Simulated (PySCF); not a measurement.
**Solvent effects on NMR parameters**

Molfile (atoms numbered from 1):
```
C6H14BP
     RDKit          3D

 22 22  0  0  0  0  0  0  0  0999 V2000
   -2.6483   -1.1550   -1.2932 B   0  0  0  0  0  0  0  0  0  0  0  0
   -1.6675    0.4236   -0.8485 P   0  0  1  0  0  0  0  0  0  0  0  0
   -2.3040    1.3012    0.6187 C   0  0  0  0  0  0  0  0  0  0  0  0
    0.0938    0.1980   -0.5530 C   0  0  0  0  0  0  0  0  0  0  0  0
    0.6907   -1.0014   -0.6356 C   0  0  0  0  0  0  0  0  0  0  0  0
    2.1677   -0.9037   -0.3970 C   0  0  0  0  0  0  0  0  0  0  0  0
    2.3407    0.5098    0.1865 C   0  0  0  0  0  0  0  0  0  0  0  0
    1.0908    1.2933   -0.2545 C   0  0  0  0  0  0  0  0  0  0  0  0
   -2.5073   -1.8641   -0.3032 H   0  0  0  0  0  0  0  0  0  0  0  0
   -3.7974   -0.7646   -1.4484 H   0  0  0  0  0  0  0  0  0  0  0  0
   -2.1367   -1.6069   -2.3069 H   0  0  0  0  0  0  0  0  0  0  0  0
   -1.6820    1.4513   -1.8302 H   0  0  0  0  0  0  0  0  0  0  0  0
   -3.3544    1.5702    0.4389 H   0  0  0  0  0  0  0  0  0  0  0  0
   -1.7254    2.2061    0.8497 H   0  0  0  0  0  0  0  0  0  0  0  0
   -2.2632    0.6078    1.4710 H   0  0  0  0  0  0  0  0  0  0  0  0
    0.1696   -1.9284   -0.8894 H   0  0  0  0  0  0  0  0  0  0  0  0
    2.7052   -1.0314   -1.3554 H   0  0  0  0  0  0  0  0  0  0  0  0
    2.5453   -1.6958    0.2695 H   0  0  0  0  0  0  0  0  0  0  0  0
    3.2784    0.9925   -0.1238 H   0  0  0  0  0  0  0  0  0  0  0  0
    2.3580    0.4471    1.2858 H   0  0  0  0  0  0  0  0  0  0  0  0
    1.2740    1.8903   -1.1672 H   0  0  0  0  0  0  0  0  0  0  0  0
    0.7448    2.0033    0.5140 H   0  0  0  0  0  0  0  0  0  0  0  0
  1  2  1  0
  2  3  1  0
  2  4  1  0
  4  5  2  0
  5  6  1  0
  6  7  1  0
  7  8  1  0
  8  4  1  0
  1  9  1  0
  1 10  1  0
  1 11  1  0
  2 12  1  6
  3 13  1  0
  3 14  1  0
  3 15  1  0
  5 16  1  0
  6 17  1  0
  6 18  1  0
  7 19  1  0
  7 20  1  0
  8 21  1  0
  8 22  1  0
M  CHG  2   1  -1   2   1
M  END
```

GIAO PBE0/pcSseg-1 in PySCF on one PBE0-D3(BJ)/def2-SVP conformer, non-relativistic, equivalent nuclei averaged. Solvents enter as an IEF-PCM continuum (acetonitrile with ε = 35.7, water with ε = 78.4) around the gas-phase geometry. Shifts are referred to BF3·OEt2, TMS computed in the same medium.

Gas phase, δ in ppm: B1 -48.4, C5 161.7, C4 138.7, C6 37.5, C8 36.8, C7 26.9, C3 8.4, H16 7.07, H12 4.94, H17 2.51, H18 2.50, H22 2.41, H21 2.29, H19 2.01. Dipole moment 5.28 D.

(1) How does each δ change in the continuum?

(2) Which of the listed nuclei move most (in ppm), and what does the model miss?

Results:

(1) 
```json
{"atoms": "B1", "environment": "boron bonded to P, 3 H", "Δδ, acetonitrile": "+0.2", "Δδ, water": "+0.2"}
{"atoms": "C5", "environment": "alkene CH", "Δδ, acetonitrile": "+0.1", "Δδ, water": "+0.1"}
{"atoms": "C4", "environment": "fully substituted alkene carbon", "Δδ, acetonitrile": "+2.1", "Δδ, water": "+2.2"}
{"atoms": "C6", "environment": "allylic sp3 CH2", "Δδ, acetonitrile": "+1.0", "Δδ, water": "+1.0"}
{"atoms": "C8", "environment": "allylic sp3 CH2", "Δδ, acetonitrile": "+1.0", "Δδ, water": "+1.0"}
{"atoms": "C7", "environment": "sp3 CH2 in a ring", "Δδ, acetonitrile": "+0.7", "Δδ, water": "+0.7"}
{"atoms": "C3", "environment": "methyl carbon bonded to P", "Δδ, acetonitrile": "+0.4", "Δδ, water": "+0.4"}
{"atoms": "H16", "environment": "hydrogen on an alkene CH", "Δδ, acetonitrile": "-0.17", "Δδ, water": "-0.17"}
{"atoms": "H12", "environment": "hydrogen on a phosphorus bonded to 2 C, B", "Δδ, acetonitrile": "+0.36", "Δδ, water": "+0.37"}
{"atoms": "H17", "environment": "hydrogen on an allylic sp3 CH2", "Δδ, acetonitrile": "+0.06", "Δδ, water": "+0.06"}
{"atoms": "H18", "environment": "hydrogen on an allylic sp3 CH2", "Δδ, acetonitrile": "+0.06", "Δδ, water": "+0.06"}
{"atoms": "H22", "environment": "hydrogen on an allylic sp3 CH2", "Δδ, acetonitrile": "+0.25", "Δδ, water": "+0.25"}
{"atoms": "H21", "environment": "hydrogen on an allylic sp3 CH2", "Δδ, acetonitrile": "+0.14", "Δδ, water": "+0.15"}
{"atoms": "H19", "environment": "hydrogen on an sp3 CH2 in a ring", "Δδ, acetonitrile": "+0.07", "Δδ, water": "+0.07"}
```

Changes are relative to the gas phase. The dipole moment becomes 6.90 D in acetonitrile, 6.94 D in water.

(2) C4 (fully substituted alkene carbon, +2.2 ppm) in water. A continuum only polarises the solute; specific hydrogen bonds, the anisotropy of aromatic solvents and changes of geometry or conformer are outside it.
